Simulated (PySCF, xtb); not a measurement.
CHF2, SMILES F[CH]F (connectivity only; charge and spin as stated), charge +1, multiplicity 1.

GFN2-xTB (xtb) at its own geometry gives an orbital gap of 4.15 eV.

Geometry: B3LYP-D3(BJ)/def2-TZVP. The spin state was assumed, not searched. The isomer is the one that the SMILES or the coordinates give; other isomers of the formula were not compared.

Question: What does M06-2X/def2-TZVPD (PySCF) give? (An estimate is asked for; the answer gives what the named calculation found.)

Answer: gap 13.48 eV (levels -23.32 and -9.84 eV).
